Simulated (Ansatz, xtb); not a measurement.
Molecule: C₅H₅O, net charge 0, doublet state. It need not be the lowest isomer of its formula. 
Geometry from a B3LYP-D3(BJ)/def2-TZVP (Ansatz, a first-principles code) optimisation:
```xyz
11

C      1.4928     0.1180     0.5513
C      1.1618     0.7620    -0.6093
O     -0.1420     0.5512    -0.9240
C     -0.6848    -0.2580     0.0630
C      0.3307    -0.5372     0.9951
C     -2.0019    -0.6226    -0.0199
H      2.4620     0.1224     1.0212
H      1.7212     1.3789    -1.2902
H      0.2127    -1.1436     1.8768
H     -2.6188    -0.2892    -0.8399
H     -2.4330    -1.2517     0.7429
```
Charge 0, spin multiplicity 2.

Harmonic wavenumbers from GFN2-xTB (xtb, at its own minimum), cm⁻¹: 241, 337, 507, 580, 637, 682, 716, 723, 758, 843, 848, 906, 945, 1045, 1113, 1128, 1200, 1286, 1372, 1383, 1467, 1533, 3143, 3163, 3176, 3187, 3191.

Give the harmonic wavenumbers at B3LYP-D3(BJ)/def2-TZVP (Ansatz, finite differences of forces, unscaled).

246, 362, 523, 592, 660, 703, 711, 719, 764, 871, 889, 897, 957, 1035, 1119, 1174, 1242, 1311, 1395, 1428, 1509, 1542, 3180, 3247, 3260, 3278, 3280 cm⁻¹. Zero-point energy 52.7 kcal/mol.

From these and the geometry, give the ideal-gas thermochemistry at 298.15 K and 1 atm (rigid rotor, harmonic oscillator).

Point group Cs, rotational symmetry number 1. Rotational constants 8.894, 3.869, 2.696 GHz. S(trans) 39.09, S(rot) 25.65, S(vib) 6.27, S(elec, spin only) 1.38, S 72.4 cal/(mol K). H(298) - H(0) 3.68 kcal/mol; G - E(el) 34.8 kcal/mol.
